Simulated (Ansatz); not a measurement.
CrOF₄. Charge 0, multiplicity 1. Geometry r2SCAN-D4/def2-SVP.

```tsv
atom	x (Å)	y (Å)	z (Å)
Cr1	0.0282	0.0254	-0.0134
O2	1.0956	0.9861	-0.5202
F3	-0.8471	-0.4408	-1.4151
F4	-1.3204	1.0208	0.3588
F5	0.2852	-0.0650	1.6819
F6	0.7584	-1.5266	-0.0920
```

The 6-31G sets use Cartesian d functions. B3LYP takes the VWN-RPA correlation. The restricted singlet is unstable towards broken spin symmetry in Hartree–Fock (as tested in another run); at HF/6-31G this wasn't settled. The restricted singlet is unstable towards broken spin symmetry at other levels; at r2SCAN-D4/def2-TZVP, B97M-V/def2-TZVP, B3LYP-D4/6-31G this wasn't settled. The geometry of the singlet was relaxed on an unsound state (restricted singlet, unstable towards broken spin symmetry at other levels and untested here).

**Question.** Estimate the orbital energies around the gap (eV) in Ansatz with HF/6-31G, PBE-D4/def2-TZVP, r2SCAN-D4/def2-TZVP, B97M-V/def2-TZVP, B3LYP-D4/6-31G.

**Answer.** 
```tsv
orbital	HF/6-31G	PBE-D4/def2-TZVP	r2SCAN-D4/def2-TZVP	B97M-V/def2-TZVP	B3LYP-D4/6-31G
HOMO−9	-19.65	-12.29	-12.84	-12.97	-13.85
HOMO−8	-19.38	-11.72	-12.25	-12.37	-13.23
HOMO−7	-19.38	-11.72	-12.25	-12.37	-13.23
HOMO−6	-19.07	-11.34	-11.90	-12.04	-13.00
HOMO−5	-18.35	-10.66	-11.20	-11.32	-12.13
HOMO−4	-18.07	-10.66	-11.20	-11.32	-12.13
HOMO−3	-18.07	-10.49	-11.04	-11.17	-12.04
HOMO−2	-17.63	-10.19	-10.71	-10.82	-11.71
HOMO−1	-17.41	-10.19	-10.71	-10.82	-11.71
HOMO	-17.41	-9.74	-10.27	-10.39	-11.30
LUMO	-3.67	-7.52	-7.79	-7.83	-7.28
LUMO+1	-3.64	-6.19	-6.43	-6.47	-6.08
LUMO+2	-3.64	-6.19	-6.43	-6.47	-6.08
LUMO+3	-2.03	-4.39	-4.60	-4.69	-4.18
LUMO+4	-1.79	-4.23	-4.36	-4.43	-4.13
LUMO+5	2.39	-0.28	0.38	-0.12	0.22
```
